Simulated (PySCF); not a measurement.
CHF2, charge +1, multiplicity 1.

```xyz
4

F      0.0000    -1.0575     0.2216
C      0.0000     0.0000    -0.4131
F      0.0000     1.0575     0.2216
H      0.0000     0.0000    -1.5100
```
Charge +1, spin multiplicity 1.

Coordinates come from a B3LYP-D3(BJ)/def2-TZVP optimisation. The multiplicity is an assumed one; other spin states were not compared. The isomer is the one that the SMILES or the coordinates give; other isomers of the formula were not compared.

The numbers are results of KT2/pcSseg-2 in PySCF, not measurements. Non-relativistic, no solvent.

Computed absolute GIAO shielding of each atom: isotropic value and principal components (ppm):
| atom | σ(iso) | σ11 | σ22 | σ33 | span |
|---|---|---|---|---|---|
| F1 | 9.9 | -293.4 | 22.1 | 301.0 | 594.4 |
| C2 | -7.5 | -54.0 | -26.4 | 58.0 | 112.1 |
| F3 | 9.9 | -293.4 | 22.1 | 301.0 | 594.4 |
| H4 | 21.8 | 18.7 | 22.2 | 24.5 | 5.8 |
